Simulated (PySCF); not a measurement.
Computed properties of furan-2-ylsilane (C4H6OSi), SMILES [SiH3]c1ccco1

furan-2-ylsilane (C4H6OSi), SMILES [SiH3]c1ccco1. Geometry optimised at ωB97X-D3(BJ)/def2-SVP. The values are those of a single conformer. All values are computed for the isolated molecule unless a solvent is named; none is compared with measurement here.

**Structure.** The optimised structure has Cs symmetry. All 30 harmonic modes at ωB97X-D3(BJ)/def2-SVP (PySCF) are real, so it is a minimum. With heavy atoms numbered as in [SiH3:1][c:2]1[cH:3][cH:4][cH:5][o:6]1, the shortest bond between them is C5–O6 at 1.350 Å and the longest Si1–C2 at 1.869 Å.

**Vibrations.** The strongest infrared lines (harmonic, unscaled, degenerate partners summed) lie at 931 cm⁻¹ (166 km/mol, H 58 %, C 21 %, O 19 %), 954 cm⁻¹ (156 km/mol, H 54 %, C 19 %, O 19 %), 2261 cm⁻¹ (122 km/mol, H 96 %). The softest mode is at 100 cm⁻¹ and the zero-point energy is 54.3 kcal/mol.

**Electronic structure.** M06-2X/def2-TZVP (PySCF) places the frontier levels at -7.85 and 0.58 eV, a gap of 8.43 eV, and gives a dipole moment of 0.93 D and a mean polarisability of 73.4 bohr³. PBE/def2-TZVP (PySCF) at the same geometry gives -5.77 and -1.24 eV, so its gap is 3.90 eV narrower. An orbital gap is neither the optical nor the fundamental gap.

**Excitations.** TDDFT-B3LYP/def2-SVPD (PySCF) has S1 at 5.78 eV (214 nm, f = 0.318, bright); the most intense of the 10 singlets computed lies at 5.78 eV (f = 0.32). T1 (TDA) is at 3.87 eV. TDDFT-PBE/def2-SVPD (PySCF) puts S1 at 5.65 eV. No vertical singlet excitation falls in the visible range (under 3.1 eV).

**NMR.** GIAO shifts at PBE0/pcSseg-1 (PySCF) (non-relativistic, atoms alike by connectivity averaged): ¹³C from 118.1 to 156.1 ppm against TMS; ¹H from 4.7 to 8.1 ppm against TMS; ²⁹Si at -81.4 ppm against TMS.
